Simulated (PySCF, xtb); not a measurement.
CH3Cl2Si, SMILES C[Si](Cl)Cl (connectivity only; charge and spin as stated), charge +1, multiplicity 1.

GFN2-xTB in xtb 6.7.1 at its own geometry gives an orbital gap of 4.52 eV.

Coordinates come from a r2SCAN-D4/def2-SVP optimisation. The multiplicity is an assumed one; other spin states were not compared. The isomer is the one that the SMILES or the coordinates give; other isomers of the formula were not compared.

Problem. What does PySCF with PBE/def2-TZVPD give? (Estimate from the structure and the level; the computed values follow.)

Solution. gap 4.88 eV (levels -13.78 and -8.91 eV).
